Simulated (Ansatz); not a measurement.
Program: Ansatz. Geometries: PBE0-D4/def2-TZVP. ΔE: electronic, gas phase. CCSD(T)/CBS adds triple-zeta CCSD(T) − MP2 to the extrapolated MP2 energy (def2 sets, frozen cores). This one scheme is used for every species. DFT in def2-TZVPP. B3LYP here is the variant with VWN-RPA as its local correlation; programs differ in this. For Ge outer-core shells are correlated without core-valence functions, which leaves a few kJ/mol of doubt a bond. Scalar relativity is left out up to krypton. One conformer a species, not always the lowest.

Reaction (redistribution): `[CH3][Al]([SH])[SH]` + `[CH3][GeH]([NH2])[F]` → `[CH3][Al]([F])[SH]` + `[CH3][GeH]([NH2])[SH]`

`[CH3][Al]([SH])[SH]`:

```xyz
9

C    -0.397    0.413   -1.095
Al    0.219   -0.232    0.632
S     1.763   -1.766    0.827
S    -0.545    0.498    2.543
H    -0.734   -0.417   -1.722
H     0.416    0.913   -1.630
H    -1.223    1.122   -1.001
H     1.901   -1.884   -0.505
H    -1.398    1.353    1.952
```

`[CH3][GeH]([NH2])[F]`:

Z-matrix (Å, degrees):
```
C
Ge 1 1.931
H 1 1.090 2 110.0
H 1 1.091 2 109.7 3 119.4
H 1 1.090 2 110.3 3 -120.6
N 2 1.817 1 110.4 3 -177.0
F 2 1.757 1 105.4 3 -57.5
H 2 1.534 1 117.1 3 58.4
H 6 1.010 2 115.9 1 52.1
H 6 1.010 2 115.8 1 -177.9
```

`[CH3][Al]([F])[SH]`:

Z-matrix (Å, degrees):
```
C
Al 1 1.934
H 1 1.092 2 112.6
H 1 1.094 2 110.4 3 120.9
H 1 1.094 2 110.5 3 -121.0
F 2 1.650 1 120.1 3 178.5
S 2 2.176 1 125.7 3 -1.6
H 7 1.344 2 92.4 1 0.1
```

`[CH3][GeH]([NH2])[SH]`:

Cartesian coordinates in Å:
```
C -0.419 -1.014 -1.142
Ge -0.171 0.360 0.208
N 1.625 0.723 0.287
S -0.634 -0.363 2.265
H 0.204 -1.875 -0.899
H -0.140 -0.637 -2.128
H -1.463 -1.329 -1.170
H -1.093 1.579 -0.048
H 2.062 0.915 -0.604
H 1.883 1.445 0.946
H -1.854 0.196 2.287
```

| level | ΔE (kJ/mol) | difference from CCSD(T)/CBS |
| --- | --- | --- |
| PBE-D4 | -36.9 | 4.6 |
| ωB97M-V | -37.8 | 3.7 |
| B3LYP | -39.3 | 2.2 |
| HF/def2-TZVPP | -34.3 | 7.2 |
| CCSD/def2-TZVPP | -40.5 | 1.0 |
| CCSD(T)/def2-TZVPP | -40.1 | 1.4 |
| HF/def2-QZVPP | -35.1 | 6.4 |
| MP2/def2-QZVPP | -43.4 | -1.9 |
| SCS-MP2/def2-QZVPP | -41.3 | 0.2 |
| MP2/CBS(def2) | -43.7 | -2.2 |
| CCSD(T)/CBS | -41.5 | 0 |

Largest T1 diagnostic among the species: 0.011.

In def2-TZVPP, CCSD(T) changes the Hartree–Fock value by −5.8 kJ/mol (the triples alone add +0.4 kJ/mol) and MP2 by −8.1 kJ/mol.
